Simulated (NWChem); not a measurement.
System: GeHCl3; SMILES [Cl][GeH]([Cl])[Cl]

Here is an NWChem input.

```
start job
memory heap 200 mb stack 900 mb global 1100 mb
geometry units angstroms noautoz
  Ge     0.000000     0.000000     0.435165
  Cl    -0.489539     1.941094    -0.312842
  Cl     1.925806    -0.546594    -0.312842
  Cl    -1.436267    -1.394500    -0.312842
  H      0.000000     0.000000     1.961595
end
basis spherical
  Ge library pcseg-1
  Cl library pcseg-1
  H library pcseg-1
end
dft
  xc xpbe96 cpbe96
  iterations 150
  mulliken
end
task dft gradient
```

Excerpt of the output:

```
             Northwest Computational Chemistry Package (NWChem) 7.3.0
             --------------------------------------------------------

 C3  symmetry detected

                             Geometry "geometry" -> ""
                             -------------------------

 Output coordinates in angstroms (scale by  1.889725989 to convert to a.u.)

  No.       Tag          Charge          X              Y              Z
 ---- ---------------- ---------- -------------- -------------- --------------
    1 Ge                  32.0000     0.00000000    -0.00000000     0.43597532
    2 Cl                  17.0000     0.52104186     1.93287587    -0.31203168
    3 Cl                  17.0000     1.41339867    -1.41767343    -0.31203168
    4 Cl                  17.0000    -1.93444054    -0.51520244    -0.31203168
    5 H                    1.0000     0.00000000    -0.00000000     1.96240532

 Effective nuclear repulsion energy (a.u.)     556.4354782254

      Symmetry information
      --------------------

 Group name             C3
 Group number              5
 Group order               3
 No. of unique centers     3

  pbe96 is a nonlocal functional; adding pw91lda local functional.

                                 NWChem DFT Module
                                 -----------------

 Summary of "ao basis" -> "ao basis" (spherical)
 ------------------------------------------------------------------------------
       Tag                 Description            Shells   Functions and Types
 ---------------- ------------------------------  ------  ---------------------
 Ge                         pcseg-1                 11       27   5s4p2d
 Cl                         pcseg-1                  8       18   4s3p1d
 H                          pcseg-1                  3        5   2s1p

      Symmetry analysis of basis
      --------------------------

        a          32
        e+         27
        e-         27

  Rotation of axis

            General Information
            -------------------
          SCF calculation type: DFT
          Wavefunction type:  closed shell.
          No. of atoms     :     5
          No. of electrons :    84
           Alpha electrons :    42
            Beta electrons :    42
          Charge           :     0
          Spin multiplicity:     1
          Use of symmetry is: on ; symmetry adaption is: on
          Maximum number of iterations: 150
          AO basis - number of functions:    86
                     number of shells:    38
          Convergence on energy requested:  1.00D-06
          Convergence on density requested:  1.00D-05
          Convergence on gradient requested:  5.00D-04

              XC Information
              --------------
          PerdewBurkeErnzerhof Exchange Functional  1.000
            Perdew 1991 LDA Correlation Functional  1.000 local
           PerdewBurkeErnz. Correlation Functional  1.000 non-local

             Grid Information
             ----------------
          Grid used for XC integration:  medium
          Radial quadrature: Mura-Knowles
          Angular quadrature: Lebedev.
          Tag              B.-S. Rad. Rad. Pts. Rad. Cut. Ang. Pts.
          ---              ---------- --------- --------- ---------
          Ge                  1.25      112           8.0       590
          Cl                  1.00       88          10.0       590
          H                   0.35       45           9.0       434
          Grid pruning is: on
          Number of quadrature shells:   245
          Spatial weights used:  Erf1

      Superposition of Atomic Density Guess
      -------------------------------------

 Sum of atomic energies:       -3453.84643636

      Non-variational initial energy
      ------------------------------

 Total energy =   -3454.688980
 1-e energy   =   -5911.066913
 2-e energy   =    1899.942455
 HOMO         =      -0.398532
 LUMO         =       0.002069

      Symmetry analysis of molecular orbitals - initial
      -------------------------------------------------

  Numbering of irreducible representations:

     1 a           2 e+          3 e-

  Orbital symmetries:

     1 a           2 a           3 e+          4 e+          5 a
     6 a           7 e+          8 e+          9 a          10 e+
    11 e+         12 a          13 e+         14 e+         15 a
    16 e+         17 e+         18 e+         19 e+         20 a
    21 a          22 a          23 e+         24 e+         25 e+
    26 e+         27 a          28 e+         29 e+         30 a
    31 e+         32 e+         33 a          34 e+         35 e+
    36 a          37 e+         38 e+         39 e+         40 e+
    41 a          42 a          43 a          44 e+         45 e+
    46 a          47 a          48 a          49 e+         50 e+
    51 e+         52 e+

     ---------------------------------------------
      Total Density - Mulliken Population Analysis
     ---------------------------------------------

    Atom       Charge   Shell Charges
 -----------   ------   -------------------------------------------------------
    1 Ge  32    30.83   2.00  2.00  2.00  0.81  0.30  6.00  5.98  0.81  0.62 10.02  0.29
    2 Cl  17    17.42   2.00  2.00  1.22  0.72  5.99  3.93  1.54  0.01
    3 Cl  17    17.42   2.00  2.00  1.22  0.72  5.99  3.93  1.54  0.01
    4 Cl  17    17.42   2.00  2.00  1.22  0.72  5.99  3.93  1.54  0.01
    5 H    1     0.93   0.67  0.25  0.01

   convergence    iter        energy       DeltaE   RMS-Dens  Diis-err
 ---------------- ----- ----------------- --------- --------- ---------
 d= 0,ls=0.0,diis     1  -3457.0769957386 -4.01D+03  2.46D-02  7.70D-01
 d= 0,ls=0.0,diis     2  -3456.9000720188  1.77D-01  1.69D-02  1.73D+00
 d= 0,ls=0.0,diis     3  -3457.1697295101 -2.70D-01  2.67D-03  4.79D-02
 d= 0,ls=0.0,diis     4  -3457.1763673456 -6.64D-03  7.53D-04  1.82D-03
 d= 0,ls=0.0,diis     5  -3457.1766232634 -2.56D-04  1.99D-04  2.00D-04
  Resetting Diis
 d= 0,ls=0.0,diis     6  -3457.1766546325 -3.14D-05  3.41D-05  4.26D-06
 d= 0,ls=0.0,diis     7  -3457.1766555143 -8.82D-07  1.22D-05  2.50D-07
 d= 0,ls=0.0,diis     8  -3457.1766555049  9.40D-09  6.95D-06  3.31D-07

         Total DFT energy =    -3457.176655504913
      One electron energy =    -5910.118612328155
           Coulomb energy =     2059.851003052845
    Exchange-Corr. energy =     -163.344524454987
 Nuclear repulsion energy =      556.435478225383

 Numeric. integr. density =       83.999995736667

                  Occupations of the irreducible representations
                  ----------------------------------------------

                     irrep           alpha         beta
                     --------     --------     --------
                     a                16.0         16.0
                     e+               26.0         26.0
                     e-                0.0          0.0

                       DFT Final Molecular Orbital Analysis
                       ------------------------------------

 Vector   40  Occ=2.000000D+00  E=-3.050401D-01  Symmetry=e+
              MO Center= -2.9D-01, -6.0D-01, -2.6D-01, r^2= 4.7D+00
   Bfn.  Coefficient  Atom+Function         Bfn.  Coefficient  Atom+Function
  ----- ------------  ---------------      ----- ------------  ---------------
    73      0.431965  4 Cl pz                55     -0.387148  3 Cl pz
    71     -0.338258  4 Cl px                53     -0.307437  3 Cl px
    35     -0.251457  2 Cl px                76      0.200181  4 Cl pz
    58     -0.179412  3 Cl pz                70     -0.165591  4 Cl pz
    52      0.148410  3 Cl pz                74     -0.146076  4 Cl px

 Vector   41  Occ=2.000000D+00  E=-3.049947D-01  Symmetry=a
              MO Center=  2.8D-11,  8.2D-12,  2.2D-02, r^2= 5.0D+00
   Bfn.  Coefficient  Atom+Function         Bfn.  Coefficient  Atom+Function
  ----- ------------  ---------------      ----- ------------  ---------------
    37      0.411907  2 Cl pz                55      0.411907  3 Cl pz
    73      0.411907  4 Cl pz                82     -0.237814  5 H  s
    40      0.188269  2 Cl pz                58      0.188269  3 Cl pz
    76      0.188269  4 Cl pz                34     -0.158328  2 Cl pz
    52     -0.158328  3 Cl pz                70     -0.158328  4 Cl pz

 Vector   42  Occ=2.000000D+00  E=-2.957206D-01  Symmetry=a
              MO Center= -7.2D-14, -7.3D-13, -3.0D-01, r^2= 5.2D+00
   Bfn.  Coefficient  Atom+Function         Bfn.  Coefficient  Atom+Function
  ----- ------------  ---------------      ----- ------------  ---------------
    35      0.450996  2 Cl px                72      0.451361  4 Cl py
    53     -0.330785  3 Cl px                54     -0.329787  3 Cl py
    38      0.210523  2 Cl px                75      0.210693  4 Cl py
    32     -0.172499  2 Cl px                69     -0.172639  4 Cl py
    56     -0.154408  3 Cl px                57     -0.153943  3 Cl py

[...]

                         DFT ENERGY GRADIENTS

    atom               coordinates                        gradient
                 x          y          z           x          y          z
   1 Ge      0.000000  -0.000000   0.823874    0.000000   0.000000  -0.006382
   2 Cl      0.984626   3.652606  -0.589654   -0.002627  -0.009746   0.003372
   3 Cl      2.670936  -2.679014  -0.589654   -0.007127   0.007148   0.003372
   4 Cl     -3.655563  -0.973591  -0.589654    0.009754   0.002598   0.003372
   5 H       0.000000  -0.000000   3.708408   -0.000000   0.000000  -0.003734
```

Level: PBE/pcseg-1. Structure relaxed at the PBE0/def2-SVP level.
